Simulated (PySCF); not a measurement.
C₂H₃O, SMILES [CH2]C=O, multiplicity 2.

The structure is a stationary point at B3LYP-D3(BJ)/def2-TZVP. The isomer is the one that the SMILES or the coordinates give; other isomers of the formula were not compared.

Two levels are set side by side: PBE/def2-TZVPD (PySCF) and M06-2X/def2-TZVPD (PySCF). Same geometry, gas phase. Differences are taken from unrounded values.

```
quantity                     M06-2X   PBE  PBE minus M06-2X
---------------------------  ------  ----  ----------------
α-spin orbital gap (eV)        9.52  4.97             -4.54
β-spin orbital gap (eV)        6.54  1.05             -5.49
dipole moment (D)              3.18  2.88             -0.29
mean polarisability (bohr³)    29.9  31.7               1.8
```

Loosely held outer electrons make PBE densities more polarisable. Differences between two approximate levels are no errors against the true value.

Rough cost on one machine, each run with all the roots and properties that it gave: M06-2X against PBE within a factor of 2.
